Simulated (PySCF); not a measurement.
## Excitation energy of Be by level of theory

Be [He] 2s2 (1S) → Be [He] 2p2 (3P), as a difference of total energies. Calculation: PySCF 2.14, in x2c-TZVPPall; the spin-free X2C one-electron Hamiltonian (Gaussian nucleus). Correlated levels: valence: 1s2 frozen; valence and next inner shell: nothing frozen. The calculations carry no spin-orbit coupling.

```tsv
method	excitation energy (eV)	error (eV)
UHF	6.478	-0.923
LDA	6.024	-1.377
PBE	5.980	-1.421
PBE0	6.260	-1.141
r2SCAN	6.089	-1.312
BLYP	6.142	-1.259
M06	6.224	-1.177
wB97M-V	6.658	-0.743
PBEsol	5.967	-1.434
MP2 (valence)	7.061	-0.340
SCS-MP2 (valence)	7.288	-0.113
MP2 (valence and next inner shell)	7.063	-0.338
SCS-MP2 (valence and next inner shell)	7.296	-0.105
```

Reference: 7.401 eV (measured; NIST levels, between the centres of gravity of the two terms).

Errors of the correlated levels include the incompleteness of this basis and the frozen core.

The basis was made for the ground configuration and has no added diffuse functions, so the excitation energy can come out too high.
